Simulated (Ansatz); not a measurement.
`Cl[Si](Cl)(Cl)[SnH3]` + CH₃NH₂ → `CN[Si](Cl)(Cl)Cl` + `[SnH4]`  (cleavage of the Si–Sn bond)

Computed with Ansatz on PBE0-D4/def2-TZVP structures; ΔE is electronic, products minus reactants. CCSD(T)/CBS is the MP2 limit (def2-TZVPP, def2-QZVPP) plus CCSD(T) − MP2 in def2-TZVPP, frozen cores. DFT in def2-TZVPP. B3LYP here is the variant with VWN-RPA as its local correlation; programs differ in this. def2 core potentials past Kr. For Sn outer-core shells are correlated without core-valence functions, which leaves a few kJ/mol of doubt a bond. One conformer a species, not always the lowest.

| level | ΔE (eV) |
| --- | --- |
| B3LYP-D4 | -0.49 |
| BLYP | -0.38 |
| MP2/def2-SVP | -0.63 |
| MP2/CBS(def2) | -0.47 |

What does CCSD(T)/CBS give? (An estimate is asked.)

Computed: -0.46 eV. The listed levels differ from it by -0.03, 0.08, -0.17, -0.01 eV.

What do rigid-rotor, harmonic-oscillator terms from PBE0-D4/def2-TZVP frequencies (298.15 K, 1 bar) make of the CCSD(T)/CBS value? (Estimate.)

The calculation gave: ΔZPE = -0.11 eV, ΔH = -0.58 eV, ΔS = -21 J/(mol·K), ΔG = -0.52 eV.

Largest T1 diagnostic among the species: 0.013.

Leaving LDA and LC-ωPBE aside and taking each functional with its dispersion term where it has one, the values, not all of them listed here, spread over 0.27 eV, from B97M-V to PBE-D4. LDA lies −0.17 eV from PBE without D4. In def2-TZVPP, CCSD(T) changes the Hartree–Fock value by +0.10 eV (the triples alone add +0.02 eV) and MP2 by +0.09 eV.
